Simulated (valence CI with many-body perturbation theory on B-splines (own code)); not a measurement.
**E1 line list for Ce25+**

Calculated by configuration interaction combined with many-body perturbation theory (CI+MBPT): five valence electrons over a frozen Dirac-Fock core [Ar] 3d10, radial functions for each j: 11 s, 11 p, 10 d, 8 f, 5 g, 2 h, with the one-electron correlation potential Σ1 (screened to all orders), the two-electron term Σ2, the three-electron term Σ3, Breit, model QED; selected single and double excitations, second order for the rest, scaled by the run's own slope (own B-spline code, finite nucleus).

No measured levels were compared; by estimate levels hold to about 250 cm⁻¹ or 0.2 % of their energy and the worst to 1 %, as in measured heavy ions of charge 2 to 7; those with d or f electrons hold less well. Among the levels kept, up to 2100 cm⁻¹ of a level comes from second order outside the variational space, and about a tenth of that is noise between levels of different J, which matters for small intervals.

Lines 51 to 100 of 548 in falling wavelength, among levels below 2157500 cm⁻¹, chosen from the strongest by gf and those to the six lowest levels. Wavelengths and rates use the calculated energies, so an error of 2000 cm⁻¹ moves a line at 144.0 Å by 0.29 % and its rate by three times that or more. Electric multipoles are in the length gauge, E1 and E2 with the static RPA response of the core. Weak lines are less certain than strong ones. Lines between different terms over intervals too small for the method are left out, as are lines whose strength nearly cancels. Where a level lies close to another of its J and parity, the split of strength between their lines is uncertain. The highest levels of a list are the least certain.

Levels are named by their leading jj configuration (3d3/2^4 stands for four electrons in 3d with j = 3/2), which in mixed levels can hold well under half, so a name can repeat and another be missing. Letters in brackets count levels of one name in rising energy.

| λ vac (Å) | Upper | Lower | A (s⁻¹) | S (a.u.) |
| --- | --- | --- | --- | --- |
| 144.0 | (4s 4p3/2^3 4d5/2) J=9/2 | (4s^2 4p3/2^2 4d5/2) J=7/2 | 1.11e+10 | 1.64e-01 |
| 143.9 | (4s^2 4p1/2^2 4d5/2) J=5/2 | (4s^2 4p1/2 4p3/2^2) J=3/2 | 8.09e+08 | 7.14e-03 |
| 143.5 | (4s 4p1/2 4p3/2^2 4d5/2) J=7/2 [e] | (4s^2 4p1/2 4p3/2 4d5/2) J=7/2 [b] | 1.48e+10 | 1.72e-01 |
| 143.2 | (4s^2 4p1/2 4p3/2 4f5/2) J=7/2 [b] | (4s^2 4p3/2^2 4d3/2) J=7/2 | 6.98e+09 | 8.10e-02 |
| 142.8 | (4s 4p1/2 4p3/2^2 4d5/2) J=7/2 [b] | (4s^2 4p1/2 4p3/2 4d5/2) J=5/2 [a] | 1.54e+10 | 1.77e-01 |
| 142.7 | (4s 4p1/2^2 4p3/2 4d5/2) J=7/2 [b] | (4s^2 4p1/2^2 4d5/2) J=5/2 | 2.74e+10 | 3.15e-01 |
| 142.7 | (4s 4p3/2^3 4d5/2) J=5/2 [a] | (4s^2 4p3/2^2 4d5/2) J=7/2 | 2.73e+10 | 2.35e-01 |
| 142.2 | (4s 4p3/2^4) J=1/2 | (4s^2 4p3/2^3) J=3/2 | 3.81e+10 | 1.08e-01 |
| 141.2 | (4s 4p1/2 4p3/2^2 4d5/2) J=5/2 [c] | (4s^2 4p1/2 4p3/2 4d5/2) J=3/2 [a] | 1.83e+10 | 1.52e-01 |
| 141.1 | (4s 4p1/2 4p3/2^3) J=5/2 | (4s^2 4p1/2 4p3/2^2) J=3/2 | 2.51e+08 | 2.09e-03 |
| 141.1 | (4s 4p1/2 4p3/2^2 4d3/2) J=7/2 [b] | (4s^2 4p1/2 4p3/2 4d3/2) J=7/2 | 2.36e+10 | 2.62e-01 |
| 140.7 | (4s 4p1/2 4p3/2^2 4d3/2) J=3/2 [e] | (4s^2 4p1/2 4p3/2 4d3/2) J=3/2 [b] | 2.65e+10 | 1.46e-01 |
| 140.2 | (4s 4p1/2^2 4p3/2 4d3/2) J=5/2 [b] | (4s^2 4p1/2^2 4d3/2) J=3/2 | 3.02e+10 | 2.47e-01 |
| 140.2 | (4s 4p1/2 4p3/2^2 4d3/2) J=3/2 [e] | (4s^2 4p1/2 4p3/2 4d3/2) J=1/2 [b] | 1.48e+10 | 8.05e-02 |
| 140.1 | (4s 4p1/2 4p3/2^2 4d5/2) J=5/2 [d] | (4s^2 4p1/2 4p3/2 4d3/2) J=5/2 [b] | 2.49e+10 | 2.03e-01 |
| 140.0 | (4s 4p3/2^3 4d5/2) J=5/2 [b] | (4s^2 4p3/2^2 4d5/2) J=5/2 [a] | 1.76e+10 | 1.43e-01 |
| 140.0 | (4s 4p1/2^2 4p3/2^2) J=3/2 | (4s^2 4p1/2^2 4p3/2) J=3/2 | 3.63e+10 | 1.97e-01 |
| 140.0 | (4s^2 4p1/2 4p3/2 4d5/2) J=3/2 [b] | (4s^2 4p3/2^3) J=3/2 | 8.43e+08 | 4.56e-03 |
| 139.4 | (4s^2 4p3/2 4d3/2 4d5/2) J=3/2 | (4s^2 4p3/2^2 4d5/2) J=5/2 [b] | 1.85e+10 | 9.89e-02 |
| 139.3 | (4s 4p3/2^3 4d5/2) J=7/2 [b] | (4s^2 4p3/2^2 4d5/2) J=5/2 [a] | 9.27e+09 | 9.90e-02 |
| 139.3 | (4s 4p1/2 4p3/2^2 4d5/2) J=3/2 [e] | (4s^2 4p1/2 4p3/2 4d5/2) J=3/2 [b] | 2.92e+10 | 1.56e-01 |
| 139.1 | (4s 4p3/2^3 4d3/2) J=3/2 [b] | (4s^2 4p3/2^2 4d3/2) J=3/2 [b] | 2.34e+10 | 1.24e-01 |
| 138.7 | (4s^2 4p1/2 4p3/2 4d5/2) J=5/2 [b] | (4s^2 4p3/2^3) J=3/2 | 7.21e+08 | 5.70e-03 |
| 138.5 | (4s 4p1/2 4p3/2^2 4d3/2) J=5/2 [e] | (4s^2 4p1/2 4p3/2 4d5/2) J=5/2 [b] | 3.81e+10 | 3.00e-01 |
| 138.2 | (4s 4p1/2 4p3/2^2 4d3/2) J=1/2 [d] | (4s^2 4p1/2 4p3/2 4d3/2) J=1/2 [b] | 3.42e+10 | 8.90e-02 |
| 138.2 | (4s 4p1/2 4p3/2^2 4d5/2) J=9/2 [d] | (4s^2 4p1/2 4p3/2 4d5/2) J=9/2 | 2.63e+10 | 3.42e-01 |
| 138.1 | (4s 4p3/2^3 4d5/2) J=7/2 [a] | (4s^2 4p3/2^2 4d5/2) J=7/2 | 2.05e+10 | 2.14e-01 |
| 138.1 | (4s 4p1/2^2 4p3/2^2) J=1/2 | (4s^2 4p1/2^2 4p3/2) J=3/2 | 3.65e+10 | 9.49e-02 |
| 137.9 | (4s 4p1/2 4p3/2^3) J=3/2 [b] | (4s^2 4p1/2 4p3/2^2) J=5/2 | 3.50e+10 | 1.81e-01 |
| 137.9 | (4s 4p1/2 4p3/2^2 4d3/2) J=3/2 [b] | (4s^2 4p1/2 4p3/2 4d3/2) J=5/2 [a] | 3.48e+10 | 1.80e-01 |
| 137.4 | (4s 4p1/2 4p3/2^2 4d3/2) J=7/2 [c] | (4s^2 4p1/2 4p3/2 4d5/2) J=7/2 [a] | 9.25e+09 | 9.47e-02 |
| 137.2 | (4s 4p1/2 4p3/2^2 4d3/2) J=5/2 [c] | (4s^2 4p1/2 4p3/2 4d3/2) J=5/2 [a] | 1.58e+10 | 1.21e-01 |
| 137.2 | (4s 4p1/2 4p3/2^2 4d5/2) J=5/2 [a] | (4s^2 4p1/2 4p3/2 4d5/2) J=7/2 [a] | 1.63e+10 | 1.25e-01 |
| 136.9 | (4s 4p1/2 4p3/2^2 4d5/2) J=3/2 [c] | (4s^2 4p1/2 4p3/2 4d5/2) J=3/2 [a] | 2.03e+10 | 1.03e-01 |
| 136.8 | (4s 4p1/2 4p3/2^2 4d3/2) J=7/2 [b] | (4s^2 4p1/2 4p3/2 4d3/2) J=5/2 [a] | 1.05e+10 | 1.06e-01 |
| 136.8 | (4s 4p1/2 4p3/2^2 4d5/2) J=5/2 [g] | (4s^2 4p1/2 4p3/2 4d5/2) J=3/2 [b] | 1.50e+10 | 1.14e-01 |
| 136.6 | (4s 4p1/2^2 4p3/2 4d3/2) J=1/2 [b] | (4s^2 4p1/2^2 4d3/2) J=3/2 | 3.70e+10 | 9.31e-02 |
| 136.4 | (4s 4p1/2 4p3/2^2 4d5/2) J=3/2 [f] | (4s^2 4p1/2 4p3/2 4d5/2) J=1/2 | 1.52e+10 | 7.63e-02 |
| 136.0 | (4s 4p1/2 4p3/2^2 4d3/2) J=5/2 [d] | (4s^2 4p1/2 4p3/2 4d3/2) J=7/2 | 3.92e+10 | 2.92e-01 |
| 136.0 | (4s 4p1/2 4p3/2^2 4d3/2) J=3/2 [d] | (4s^2 4p1/2 4p3/2 4d3/2) J=1/2 [a] | 1.68e+10 | 8.33e-02 |
| 135.7 | (4s^2 4p3/2 4d3/2^2) J=3/2 [a] | (4s^2 4p3/2^2 4d5/2) J=5/2 [b] | 2.31e+10 | 1.14e-01 |
| 135.1 | (4s 4p1/2^2 4p3/2 4d5/2) J=3/2 | (4s^2 4p1/2^2 4d5/2) J=5/2 | 5.21e+10 | 2.53e-01 |
| 134.6 | (4s 4p1/2 4p3/2^2 4d5/2) J=7/2 [b] | (4s^2 4p1/2 4p3/2 4d5/2) J=7/2 [a] | 2.63e+10 | 2.53e-01 |
| 134.5 | (4s 4p1/2 4p3/2^2 4d3/2) J=7/2 [c] | (4s^2 4p1/2 4p3/2 4d3/2) J=7/2 | 2.03e+10 | 1.95e-01 |
| 134.4 | (4s^2 4p1/2 4p3/2 4d3/2) J=1/2 [a] | (4s^2 4p1/2 4p3/2^2) J=1/2 | 1.06e+10 | 2.54e-02 |
| 134.2 | (4s 4p1/2^2 4p3/2 4d5/2) J=5/2 [b] | (4s^2 4p1/2^2 4d5/2) J=5/2 | 2.61e+10 | 1.87e-01 |
| 133.9 | (4s 4p1/2 4p3/2^2 4d5/2) J=7/2 [d] | (4s^2 4p1/2 4p3/2 4d5/2) J=9/2 | 3.43e+10 | 3.25e-01 |
| 133.9 | (4s^2 4p1/2 4p3/2 4f7/2) J=7/2 [a] | (4s^2 4p3/2^2 4d5/2) J=9/2 | 2.02e+10 | 1.91e-01 |
| 133.8 | (4s 4p1/2 4p3/2^2 4d5/2) J=5/2 [b] | (4s^2 4p1/2 4p3/2 4d5/2) J=7/2 [a] | 2.37e+10 | 1.68e-01 |
| 133.7 | (4s 4p1/2 4p3/2^3) J=1/2 | (4s^2 4p1/2 4p3/2^2) J=3/2 | 3.88e+10 | 9.16e-02 |
